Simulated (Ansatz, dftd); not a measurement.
Species: AsF$_{2}$, charge 0, doublet. AsF2 (SMILES F[As]F, doublet).
B3LYP-D3(BJ)/def2-TZVP minimum from Ansatz (an electronic-structure program):
```xyz
3

As    -0.1465    -0.2056     0.3218
F      1.3359    -0.3721    -0.5823
F     -0.7986     1.1258    -0.5975
```
Charge 0, spin multiplicity 2.

Wanted: atomisation energy (electronic, to ground-state atoms), in kcal/mol. Open shells are spin-unrestricted; no spin-orbit coupling. Cores are frozen in correlated methods (noble-gas shells, and filled d and f shells in the p block). No relativity. CBS(X,Y): correlation extrapolated as X^-3, Hartree-Fock from the larger set (Q,5: extrapolated as (X+1)exp(-9√X)). A bracket is a step between two methods taken in the basis named. Double hybrids freeze cores in their MP2 part.

```tsv
level	program	atomisation energy (kcal/mol)	difference against the last row
r2SCANh/def2-TZVPD	Ansatz	202.6	-4.4
B2PLYP-D4/def2-TZVPD	Ansatz + dftd4	206.9	-0.1
MP2/CBS(cc-pVTZ,cc-pVQZ)	Ansatz	218.2	11.2
CCSD/cc-pVDZ	Ansatz	159.9	-47.1
CCSDT(Q)/cc-pVDZ	Ansatz	165.3	-41.7
CCSDT(Q)/cc-pVTZ	Ansatz	192.2	-14.8
CCSD(T)/CBS(cc-pVQZ,cc-pV5Z) + [CCSDT(Q) - CCSD(T)]/cc-pVTZ	Ansatz	207.0	0.0
```
